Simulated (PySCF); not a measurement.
C5H4ClO (doublet state).
Structure used (GFN2-xTB), in Å, numbered top down from 1:
```
atom  x, y, z in Å
Cl1    3.282    0.434    0.148
C2     1.585    0.182    0.069
C3     0.972   -0.966    0.044
C4    -0.467   -1.231   -0.020
C5    -1.136    0.136   -0.054
C6    -0.453    1.269   -0.028
O7     0.899    1.394    0.032
H8    -0.810   -1.800    0.852
H9    -0.730   -1.805   -0.917
H10   -2.212    0.147   -0.101
H11   -0.922    2.242   -0.052
```

As a line formula: `ClC1=[C]CC=CO1` [radical].

Theory: UKS B3LYP, pcH-1 on C Cl H O, non-relativistic, mean-field spin-orbit, GIAO (PySCF). Isolated species at its GFN2-xTB geometry, gas phase. A GFN2-xTB geometry isn't a minimum of the functional, and hyperfine couplings can be far from their values at a DFT geometry. No stability test was run, so a lower SCF solution isn't excluded.

**Question.** What is the g tensor, term by term?

**Answer.** 
```csv
Δg (ppm),1,2,3
relativistic mass correction,-173,-173,-173
gauge correction,23,-5,24
orbital Zeeman/spin–orbit,-1767,-865,1599
total,-1916,-1043,1450
```

So g = 2.00040, 2.00128, 2.00377 and g_iso = 2.00182; the tensor is rhombic: the two nearest values differ by 26 % of g3 − g1. Axes: g1 points within 15° of the C2–C3 bond.

**Question.** What effective moment and Curie constant follow for a powder?

**Answer.** With the mean of g² = 4.0073 and S(S+1) = 0.75: μ_eff = √(⟨g²⟩S(S+1)) = 1.734 μB and χT = 0.12505·⟨g²⟩·S(S+1) = 0.376 cm³ K/mol (cgs; spin-Hamiltonian part alone).

**Question.** How much does each term add to the isotropic shift?

**Answer.** The orbital-Zeeman/spin–orbit term -344, the mass correction -173 and the gauge correction 14 ppm, for a total of -503 ppm. The orbital-Zeeman/spin–orbit term is the largest in size. The mass correction is the same along every axis, so the anisotropy comes from the other two: their spans along these axes are 29 (gauge) and 3365 ppm (orbital Zeeman/spin–orbit).

**Question.** At 34.124 GHz, how far is the centre of the isotropic spectrum from where a free electron (g = 2.002319) resonates?

**Answer.** B = hν/(g μB) with μB/h = 13.99624 MHz/mT gives 1217.63 mT for the free electron and 1217.94 mT at g_iso, 0.31 mT higher.

**Question.** In a frozen sample, at which fields do the three g values resonate at 9.5, 34, 94 and 263 GHz (hyperfine left aside), and which band first spreads them over more than twice a line width of 0.5 mT?

**Answer.** 
| band | GHz | B(g3) mT | B(g2) mT | B(g1) mT | spread mT |
| --- | --- | --- | --- | --- | --- |
| X | 9.5 | 338.74 | 339.16 | 339.31 | 0.57 |
| Q | 34.0 | 1212.33 | 1213.84 | 1214.37 | 2.04 |
| W | 94.0 | 3351.73 | 3355.90 | 3357.37 | 5.64 |
| J | 263.0 | 9377.70 | 9389.39 | 9393.48 | 15.78 |

The spread grows in proportion to the frequency. Q band is the first where it exceeds 1.0 mT.

The Mulliken spin populations are largest on C3 (+1.00) and C2 (-0.11). C3 is the only atom above +0.15.

The HOMO–LUMO gaps are 6.10 eV among the α and 3.20 eV among the β orbitals.
